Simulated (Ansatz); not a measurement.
Species: C10H9N, SMILES `Cc1ccc2ccccc2n1` (charge 0, multiplicity 1).

Task: Give a relaxed geometry from Ansatz (a quantum-chemistry and plane-wave program) with B3LYP-D3(BJ)/def2-SVP.

Result: the end point of this relaxation (outside a Z-matrix the atoms follow the SMILES, hydrogens last).
Bonded distances (Å): C1–C2 1.506, C1–H12 1.103, C1–H13 1.097, C1–H14 1.103, C2–C3 1.430, C2–N11 1.317, C3–C4 1.373, C3–H15 1.092, C4–C5 1.421, C4–H16 1.094, C5–C6 1.420, C5–C10 1.432, C6–C7 1.380, C6–H17 1.093, C7–C8 1.418, C7–H18 1.092, C8–C9 1.379, C8–H19 1.093, C9–C10 1.421, C9–H20 1.091, C10–N11 1.362. Angles (°): C2–C1–H12 111.0, C2–C1–H13 109.6, C2–C1–H14 111.0, H12–C1–H13 109.1, H12–C1–H14 107.0, H13–C1–H14 109.1, C1–C2–C3 119.7, C1–C2–N11 118.0, C3–C2–N11 122.2, C2–C3–C4 119.5, C2–C3–H15 119.5, C4–C3–H15 121.0, C3–C4–C5 119.5, C3–C4–H16 121.1, C5–C4–H16 119.5, C4–C5–C6 123.6, C4–C5–C10 117.0, C6–C5–C10 119.4, C5–C6–C7 120.4, C5–C6–H17 118.9, C7–C6–H17 120.7, C6–C7–C8 120.2, C6–C7–H18 120.1, C8–C7–H18 119.6, C7–C8–C9 120.6, C7–C8–H19 119.5, C9–C8–H19 120.0, C8–C9–C10 120.5, C8–C9–H20 122.0, C10–C9–H20 117.4, C5–C10–C9 118.8, C5–C10–N11 122.4, C9–C10–N11 118.8, C2–N11–C10 119.4.
